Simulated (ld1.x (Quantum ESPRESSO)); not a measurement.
# Before and after: RRKJ potential for copper

Cu, norm-conserving RRKJ (Kleinman–Bylander form), made with ld1.x (Quantum ESPRESSO) 7.5 (revPBE, scalar-relativistic). Core [Ar], reference 3d9 4s0 4p0 (charge +2). Waves: 4p (bound, empty): rc 2.60 bohr; 3d (bound): rc 0.70 bohr; 4s (bound, empty): rc 1.95 bohr. Local part: the s channel. Core correction: none.

Change: functional PBE.

Cutoffs: the cutoffs (Ry, on a coarse ladder) from which the occupation-weighted sum of valence levels, in a spherical-Bessel basis at the reference potential, stays within 10 and 1 mRy of its value at 400 Ry; they do not see the model core or the augmentation charge, which bear on the density cutoff. Errors are all-electron minus pseudo energies relative to the spin-unpolarised reference configuration.

**Question.** What does the change do?

**Answer.** Of the 7 tests that both files solve, the error grows in 1 and shrinks in 2 by more than 15 % and 0.3 meV (median size 136.5 → 143.8 meV); neither file shows a bound ghost.

| quantity | base | changed |
| --- | --- | --- |
| cutoff, loose | over 300 Ry | over 300 Ry |
| cutoff, tight | over 300 Ry | over 300 Ry |
| bound ghosts | none | none |
| error for 3d10 4s1 4p0, meV [ΔE -29.22 → -29.48 eV] | -47 | -61 |
| error for 3d10 4s0 4p0, meV [ΔE -21.21 → -21.33 eV] | -238 | -239 |
| error for 3d8 4s0 4p0, meV [ΔE 38.90 → 39.02 eV] | -510 | -506 |
| error for 3d7 4s0 4p0, meV [ΔE 98.50 → 98.73 eV] | -2452 | -2431 |
| error for 3d9 4s1 4p1, meV [ΔE -22.42 → -22.67 eV] | +84 | +66 |
| error for 3d10 4s0.5 4p0, meV [ΔE -26.12 → -26.32 eV] | -137 | -144 |
| error for 3d9 4s2 4p0, meV [ΔE -27.23 → -27.51 eV] | +117 | +95 |
| s: phases at 2.86 bohr within 0.05 rad from the reference energy up to (Ry; the scan ends near 5) | 1.0 | 1.0 |
| p: phases at 2.86 bohr within 0.05 rad from the reference energy up to (Ry; the scan ends near 5) | 2.7 | 2.7 |
| d: phases at 2.86 bohr within 0.05 rad from the reference energy up to (Ry; the scan ends near 5) | -0.7 | -0.7 |
